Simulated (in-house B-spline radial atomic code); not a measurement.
Whole-atom quantities along the 54-electron series, configuration 1s2 2s2 2p6 3s2 3p6 3d10 4s2 4p6 4d10 4f5/2(6) 5s2. Breit and QED terms are first order and not part of the total energy; the density at the nucleus is averaged over the nuclear charge. Computed with a radial B-spline atomic code at the basis-set limit: Dirac-Hartree-Fock, jj configuration that fills j = l - 1/2 first, finite nuclei.

| ion | Z | E/Z² (Eh) | Σ<r²> (bohr²) | n(0)/Z³ (bohr⁻³) | Lamb diamagnetic shielding (ppm) | repulsion over attraction | Breit energy (eV) | self-energy (eV) | vacuum polarisation (eV) |
| --- | --- | --- | --- | --- | --- | --- | --- | --- | --- |
| Tb11+ | 65 | -2.7642 | 14.601 | 2.3392 | 7743.53 | 0.13769 | 293.1 | 234.05 | -37.117 |
| Dy12+ | 66 | -2.7823 | 13.606 | 2.4043 | 7912.39 | 0.13613 | 308.93 | 247.67 | -39.828 |
| Ho13+ | 67 | -2.8002 | 12.725 | 2.4956 | 8082.67 | 0.13456 | 325.37 | 261.93 | -42.726 |
